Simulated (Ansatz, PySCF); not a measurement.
Process, species as SMILES: [Se]=C=[Se] + H+ → [Se]=C=[SeH+]
Structures are relaxed separately at B3LYP-D3(BJ)/def2-TZVP in Ansatz (a quantum-chemistry and plane-wave program). Unstable Hartree-Fock reference: [Se]=C=[SeH+].

Wanted: proton affinity (enthalpy at 298 K, with B3LYP-D3(BJ) rigid-rotor harmonic-oscillator terms from PySCF), positive where the reaction releases energy, in kcal/mol. Cores are frozen in the correlated levels unless marked. Spin-orbit coupling is left out. The frozen core is the preceding noble-gas configuration, with the filled d and f shells of earlier blocks. No relativistic terms. CBS(X,Y): correlation extrapolated as X^-3; Hartree-Fock from the larger set.

```json
[
 {"level": "BLYP/def2-TZVPD", "program": "Ansatz", "proton affinity (kcal/mol)": "168.7"}
]
```

Task: Predict the CCSD(T)/CBS(cc-pVTZ,cc-pVQZ) result (Ansatz).

Result: 168.9 kcal/mol
